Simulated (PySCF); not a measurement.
**From MP2 to CCSD(T): MCl along group 13**

MP2 and CCSD(T) in PySCF with def2-TZVPPD on every atom (core potentials on In), for the lowest determinant that a PBE0 search found; no spin–orbit coupling.

```tsv
molecule	state (unpaired electrons)	MP2 Re (Å)	MP2 ωe (cm⁻¹)	MP2 De (eV)	CCSD(T) Re (Å)	CCSD(T) ωe (cm⁻¹)	CCSD(T) De (eV)
BCl	singlet (closed shell)	1.713	857	5.37	?	?	?
AlCl	singlet (closed shell)	2.148	479	5.32	2.150	478	5.10
GaCl	singlet (closed shell)	2.208	374	4.98	2.216	371	4.77
InCl	singlet (closed shell)	2.406	319	4.72	2.414	317	4.50
```

Question: Estimate the CCSD(T) values of BCl by adding the mean shift from MP2 to CCSD(T) of the other rows, and compare with the calculation.

Answer: The mean shifts are +0.6 pm, -2 cm⁻¹ and -0.22 eV, which give 1.719 Å, 855 cm⁻¹ and 5.15 eV. CCSD(T)/def2-TZVPPD gives Re = 1.726 Å, ωe = 836 cm⁻¹, De = 5.16 eV.

Question: What are the mean differences of MP2 from CCSD(T) over the whole series?

Answer: Re -0.8 pm, ωe +7 cm⁻¹, De +0.22 eV.

In a basis of this size CCSD(T) is itself not converged; it tends to give bonds that are too long and too weak.

Correlated steps freeze the inner cores (6 to 14 orbitals); shallow outer-core shells are correlated. Spin–orbit coupling is left out, which matters for elements this heavy, above all for dissociation energies. Where the molecule has an RHF reference, its open-shell atoms are computed with UHF.
